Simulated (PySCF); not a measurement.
selenium dioxide (O2Se), SMILES O=[Se]=O.

Geometry optimised at PBE0-D3(BJ)/def2-TZVP.

Two levels are set side by side: TDDFT-PBE/def2-SVPD (PySCF) and ADC(2)/aug-cc-pVDZ (PySCF). Vertical, same geometry; the bases differ. Differences are taken from unrounded values.

```csv
quantity,ADC(2)
lowest singlet excitation (eV),3.01
```

**Question.** What does TDDFT-PBE give, and how far is it from ADC(2)? (Estimate from the structure and the level; the computed values follow.)

**Answer.** 
```csv
quantity,TDDFT-PBE,TDDFT-PBE minus ADC(2)
lowest singlet excitation (eV),3.18,0.17
```

Rough cost on one machine, each run with all the roots and properties that it gave: ADC(2) against TDDFT-PBE about 20 times.
